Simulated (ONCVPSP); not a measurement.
## An all-electron radial function and its pseudo partner (Ne)

Columns: radius, all-electron u(r) and pseudo u(r) of the 2p shell (level -43.13 eV) of neon in the configuration [He] 2s2 2p4.5; PBE, scalar-relativistic, ONCV scheme, ONCVPSP 4.0.1.

| r (bohr) | all-electron | pseudo |
| --- | --- | --- |
| 0.047 | 0.0567 | 0.0248 |
| 0.095 | 0.1835 | 0.0978 |
| 0.142 | 0.3315 | 0.2082 |
| 0.190 | 0.4821 | 0.3487 |
| 0.237 | 0.6166 | 0.4992 |
| 0.285 | 0.7348 | 0.6516 |
| 0.332 | 0.8301 | 0.7872 |
| 0.380 | 0.9070 | 0.9028 |
| 0.427 | 0.9634 | 0.9883 |
| 0.475 | 1.0033 | 1.0463 |
| 0.522 | 1.0272 | 1.0767 |
| 0.570 | 1.0383 | 1.0849 |
| 0.617 | 1.0382 | 1.0761 |
| 0.665 | 1.0290 | 1.0554 |
| 0.712 | 1.0127 | 1.0285 |
| 0.760 | 0.9902 | 0.9978 |
| 0.807 | 0.9637 | 0.9664 |
| 0.855 | 0.9332 | 0.9337 |
| 0.902 | 0.9008 | 0.9007 |
| 0.950 | 0.8660 | 0.8659 |
| 0.997 | 0.8308 | 0.8307 |
| 1.045 | 0.7943 | 0.7942 |
| 1.092 | 0.7584 | 0.7584 |
| 1.140 | 0.7220 | 0.7220 |
| 1.187 | 0.6868 | 0.6868 |
| 1.235 | 0.6516 | 0.6516 |

How many radial nodes do the two functions have?

The all-electron 2p function has n − l − 1 = 0; the pseudo-wave has 0.

At about which radius was the pseudo-wave matched?

0.95 bohr. The columns agree to 0.0005 from 0.85 bohr on; several derivatives are matched, so the curves merge somewhat inside the radius.

Is the pseudo-wave norm-conserving?

Yes: the ONCV scheme keeps the norm inside the radius equal to the all-electron one, which fixes the energy derivative of the logarithmic derivative at the level.
